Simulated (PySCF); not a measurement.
## Radial density of Br (bromine, neutral)

UHF, [Ar] 3d10 4s2 4p5, 2P determinant. All numbers are calculated (PySCF 2.14, a scalar-relativistic core potential, in aug-cc-pV5Z-PP with ECP10MDF (8s7p6d4f3g2h, 136 functions)). This is the valence pseudo-density: the core potential removes the inner electrons and smooths the orbitals near the nucleus.

| r (bohr) | 4πr²ρ (e/bohr) | 4πr²(ρα − ρβ) |
| --- | --- | --- |
| 0.000601 | 2.787e-05 | 0.0000 |
| 0.00101 | 7.785e-05 | 0.0000 |
| 0.00170 | 0.0002135 | 0.0000 |
| 0.00286 | 0.0005688 | 0.0000 |
| 0.00481 | 0.001465 | 0.0000 |
| 0.00809 | 0.003537 | 0.0000 |
| 0.0136 | 0.007762 | 0.0000 |
| 0.0229 | 0.01497 | 0.0000 |
| 0.0385 | 0.02939 | 0.0000 |
| 0.0647 | 0.1249 | 0.0000 |
| 0.109 | 1.005 | 0.0002 |
| 0.183 | 6.224 | 0.0066 |
| 0.308 | 23.51 | 0.0703 |
| 0.518 | 33.16 | 0.0632 |
| 0.872 | 10.53 | 0.0650 |
| 1.47 | 4.681 | 0.5745 |
| 2.47 | 2.204 | 0.3472 |
| 4.15 | 0.2160 | 0.0270 |
| 6.98 | 0.002518 | 0.0000 |

Energies and moments cover only the electrons outside the core potential.
